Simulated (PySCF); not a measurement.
**Dipole response of P (phosphorus, neutral)**

[Ne] 3s2 3p3, high-spin 4S determinant. Calculation: PySCF 2.14, in dyall-av3z; scalar relativity by spin-free X2C-1e. Coupled (time-dependent) response in atomic units; α is the mean over directions.

```csv
method,mean α (bohr³),C₆ (like pair),S(−4)
UHF,25.36,187.7,193.1
PBE,27.40,205.0,253.0
PBE0,26.31,195.3,221.3
B3LYP,26.85,199.6,237.6
LC-wPBE,25.30,186.0,195.1
```

S(−4) is the Cauchy moment in α(ω) = α(0) + S(−4) ω² + …

Reference α: 25 ± 1 bohr³ (recommended; Schwerdtfeger and Nagle, table of static dipole polarizabilities (2023 update)). Published C₆: 185.0 (Chu and Dalgarno (2004); Tang, Norbeck and Certain (1976)).

α(iu) at B3LYP:

```tsv
u (hartree)	α(iu) (bohr³)
0	26.85
0.0500	26.27
0.100	24.72
0.200	20.27
0.300	15.89
0.500	9.717
0.750	5.694
1.00	3.662
1.50	1.853
2.00	1.116
3.00	0.5406
5.00	0.2186
```

A single London oscillator, α(iu) = α/(1 + u²/ω²), gives C₆ = (3/4) ω α². Matching the computed C₆ needs ω = 4 × 199.6 / (3 × 26.85²) = 0.369 hartree.
